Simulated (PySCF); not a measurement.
Simulation results for H$_{5}$N$_{2}$Si, CH$_{8}$N$_{2}$Si, Al$_{2}$FO

Computed with PySCF 2.14.0. Calculation on a computer-drawn molecule: optimised geometry and harmonic frequencies of an isolated molecule of the commonest isotopes, restricted reference for singlets and unrestricted otherwise, frozen core in MP2.

Common to all runs: charge 0; method HF; basis cc-pV(D+d)Z.

(1) H$_{5}$N$_{2}$Si

Start structure:
```xyz
8
H5N2Si
N     -2.1463    -1.6946    -0.2470
Si    -0.9981    -1.0370    -1.3242
N      0.1133    -0.1775    -0.4155
H     -2.0682    -1.5750     0.7659
H     -2.6590    -2.5900    -0.4116
H     -1.5901    -0.0796    -2.1805
H      0.7848     0.3731    -0.8165
H      0.5857    -0.6666     0.4334
```

```
multiplicity                                  : 2
rotational constants                          : 22.61, 7.166, 5.735 GHz
total energy                                  : -400.7637 hartree
spin squared                                  : 0.7544
convergence status largest gradient component : 2.391e-05 hartree/bohr
```

Drawn bonds:
| atom | other atom | order |
| --- | --- | --- |
| 1 | 2 | 1 |
| 2 | 3 | 1 |
| 1 | 4 | 1 |
| 1 | 5 | 1 |
| 2 | 6 | 1 |
| 3 | 7 | 1 |
| 3 | 8 | 1 |

Optimised structure:
```xyz
8
H5N2Si
N     -2.0061    -1.8806    -0.1263
Si    -0.9920    -1.0850    -1.2667
N      0.1952    -0.2335    -0.3549
H     -2.4172    -1.3539     0.6240
H     -2.6217    -2.6108    -0.4288
H     -1.6314    -0.0446    -2.1283
H      0.7141     0.5021    -0.7972
H      0.7811    -0.7409     0.2822
```

Modes:
| frequency (cm⁻¹) | reduced mass (dalton) |
| --- | --- |
| 230.4 | 1.649 |
| 244.5 | 1.114 |
| 364.9 | 1.292 |
| 405.5 | 1.281 |
| 474 | 1.27 |
| 722.1 | 1.08 |
| 777.9 | 1.261 |
| 825.9 | 2.903 |
| 898.8 | 3.239 |
| 922 | 1.511 |
| 978 | 1.384 |
| 1681 | 1.115 |
| 1692 | 1.113 |
| 2204 | 1.041 |
| 3757 | 1.052 |
| 3769 | 1.051 |
| 3862 | 1.095 |
| 3863 | 1.094 |

(2) CH$_{8}$N$_{2}$Si

Start structure:
```xyz
12
CH8N2Si
N     -1.4089    -0.0041     1.3472
C     -0.0511    -0.3939     0.9090
Si     0.7844     1.2152     0.2306
N      2.2990     0.6249    -0.4458
H     -1.9111    -0.7781     1.7712
H     -1.3889     0.7388     2.0875
H     -0.1426    -1.0685     0.1441
H      0.5548    -0.8261     1.6662
H      0.8852     2.2332     1.2615
H      0.0237     1.8228    -0.9618
H      2.9411     1.3027    -0.8657
H      2.8594    -0.0131     0.1078
```

```
multiplicity                                  : 1
rotational constants                          : 16.75, 2.864, 2.602 GHz
total energy                                  : -440.3858 hartree
convergence status largest gradient component : 3.018e-05 hartree/bohr
```

Drawn bonds:
| atom | other atom | order |
| --- | --- | --- |
| 1 | 2 | 1 |
| 2 | 3 | 1 |
| 3 | 4 | 1 |
| 1 | 5 | 1 |
| 1 | 6 | 1 |
| 2 | 7 | 1 |
| 2 | 8 | 1 |
| 3 | 9 | 1 |
| 3 | 10 | 1 |
| 4 | 11 | 1 |
| 4 | 12 | 1 |

Optimised structure:
```xyz
12
CH8N2Si
N     -1.3968     0.0765     1.4471
C     -0.1298    -0.3539     0.8576
Si     0.7969     1.1359     0.1663
N      2.3700     0.6382    -0.3485
H     -1.9313    -0.7155     1.7614
H     -1.2303     0.6409     2.2632
H     -0.3418    -1.0208     0.0167
H      0.5162    -0.9251     1.5432
H      0.7977     2.1869     1.2245
H      0.1146     1.6963    -1.0210
H      2.8693     1.2296    -0.9873
H      3.0101     0.2648     0.3285
```

Modes:
| frequency (cm⁻¹) | reduced mass (dalton) |
| --- | --- |
| 106.7 | 2.558 |
| 160.9 | 2.042 |
| 213.2 | 1.388 |
| 281 | 1.078 |
| 347.1 | 3.448 |
| 473.6 | 1.21 |
| 558.8 | 1.105 |
| 696 | 1.659 |
| 737.5 | 1.642 |
| 849.8 | 2.916 |
| 879 | 1.361 |
| 918 | 1.249 |
| 1007 | 1.354 |
| 1010 | 1.255 |
| 1054 | 1.073 |
| 1134 | 2.585 |
| 1190 | 1.185 |
| 1365 | 1.253 |
| 1470 | 1.412 |
| 1580 | 1.081 |
| 1700 | 1.108 |
| 1792 | 1.086 |
| 2243 | 1.042 |
| 2317 | 1.038 |
| 3093 | 1.072 |
| 3203 | 1.088 |
| 3712 | 1.051 |
| 3763 | 1.051 |
| 3787 | 1.093 |
| 3849 | 1.094 |

(3) Al$_{2}$FO

Start structure:
```xyz
4
Al2FO
O      0.0468     1.9262    -4.7520
Al    -0.1817     0.7800    -3.7423
Al    -0.3187    -1.2293    -1.8507
F      0.8918    -1.7166    -0.7826
```

```
multiplicity                                  : 2
rotational constants                          : 25.8, 1.569, 1.479 GHz
total energy                                  : -658.1789 hartree
spin squared                                  : 0.7809
convergence status largest gradient component : 7.112e-06 hartree/bohr
```

Drawn bonds:
| atom | other atom | order |
| --- | --- | --- |
| 1 | 2 | 2 |
| 2 | 3 | 1 |
| 3 | 4 | 1 |

Optimised structure:
```xyz
4
Al2FO
O     -0.0140     1.8573    -4.7134
Al    -0.0199     0.7284    -3.6145
Al    -0.4163    -1.2468    -1.8810
F      0.8884    -1.5786    -0.9186
```

Modes:
| frequency (cm⁻¹) | reduced mass (dalton) |
| --- | --- |
| 92.16 | 19.46 |
| 119.6 | 21.15 |
| 178.8 | 21.74 |
| 290.2 | 24.57 |
| 840.9 | 21.67 |
| 1186 | 19.03 |
